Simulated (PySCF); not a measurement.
FH₄NSn, SMILES [NH2][SnH2][F]. Geometry optimised at PBE0-D3(BJ)/def2-SVP. The def2 effective core potentials stand for the cores of Sn; spin–orbit coupling is left out. Other conformers were not sampled.

The numbers are results of PySCF with PBE0-D3(BJ)/def2-SVP, not measurements.

Harmonic wavenumbers (cm⁻¹): 175, 203, 402, 510, 552, 617, 629, 676, 683, 851, 1539, 1969, 1982, 3565, 3668. Rotational constants (GHz): 10.88, 5.142, 3.790; symmetry number 1.

Work out the zero-point energy and the ideal-gas rigid-rotor harmonic-oscillator thermochemistry at 298.15 K and 1 atm.

ZPE = ½ Σ hcν = ½ × 18021 cm⁻¹ = 25.76 kcal/mol. H − E(el) = 29.69 kcal/mol. Entropy in cal/(mol K): translation 41.04, rotation 24.83, vibration 8.29, total 74.16. G − E(el) = 7.58 kcal/mol. Cp = 19.85 cal/(mol K).
